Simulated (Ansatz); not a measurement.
A single Cr atom.

r²SCAN (unrestricted) on septet Cr was run in several spherical basis sets with Ansatz (development build ahead of 0.2.0).

Q: Rank the basis sets by the total energy that they give, lowest first, with the distance from the lowest.
A. def2-SVP
B. cc-pVDZ
C. pcseg-2

A: B (0.00 eV), C (0.05 eV), A (4.51 eV).

Totals follow the description of the cores as much as that of the bonds, so this order isn't one of quality for chemistry.
